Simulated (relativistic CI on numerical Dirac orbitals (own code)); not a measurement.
What each ingredient does to the levels of Tb⁴²⁺

Base calculation: Dirac-Coulomb-Breit CI, orbitals from a KLI potential per configuration, a model potential for QED, unscaled Slater integrals.

Configuration list (outside the closed core [Ne]): 3s2 3p6 3d5, 3s2 3p5 3d6, 3s2 3p4 3d7, 3s 3p6 3d6, 3p6 3d7, 3s 3p5 3d7, 3s2 3p6 3d4 4s, 3s2 3p6 3d4 4p, 3s2 3p4 3d6 4s, 3s2 3p6 3d4 4d, 3s2 3p4 3d6 4p, 3s2 3p5 3d5 4s, 3s2 3p6 3d4 4f, 3s 3p5 3d6 4s, 3s2 3p5 3d5 4p, 3s 3p5 3d6 4p, 3p6 3d6 4s, 3s2 3p6 3d3 4s2, 3p6 3d6 4p, 3s2 3p6 3d3 4s 4p, 3s2 3p6 3d4 5s, 3p6 3d5 4s2. Levels of other configurations are missing.

The lowest level and the first level of each name with at least 55 % of one term (blank where a level has no safe partner in the second run):

```
               Level  Base (cm⁻¹)  Shift (cm⁻¹)
  3s2 3p6 3d5 4P_5/2            0             0
  3s2 3p6 3d5 2D_3/2       503823           +66
  3s2 3p6 3d5 4D_1/2       627305          +159
 3s2 3p6 3d5 2I_13/2       630325          +164
  3s2 3p6 3d5 2G_7/2       705717          +142
  3s2 3p6 3d5 4F_5/2       714548          +143
  3s2 3p6 3d5 2G_9/2       820772          +126
  3s2 3p6 3d5 2P_3/2       931215           +85
  3s2 3p6 3d5 2P_1/2      1131791          +180
 3s2 3p5 3d6 6F°_9/2      2620777          -672
3s2 3p5 3d6 4H°_13/2      2675545          -671
3s2 3p5 3d6 4I°_15/2      2738612          -673
```

At this charge energies of transitions that change n are usually good to better than 1 %, and those within a shell (Δn = 0) to a few per cent.

Task: One thing was changed in a second run, which moved the levels as shown. Which?
A. one mean potential for all configurations
B. QED terms removed
C. configuration mixing switched off
D. valence Slater integrals scaled by 0.9
E. Breit term removed

Result: A. One mean potential for all configurations. One potential for all configurations removes the relaxation of the orbitals, which moves whole configurations and changes the integrals a little.

LS names give the leading component of a level, which can be under half, so a name can repeat, a term be missing and a line seem to break the LS rules.
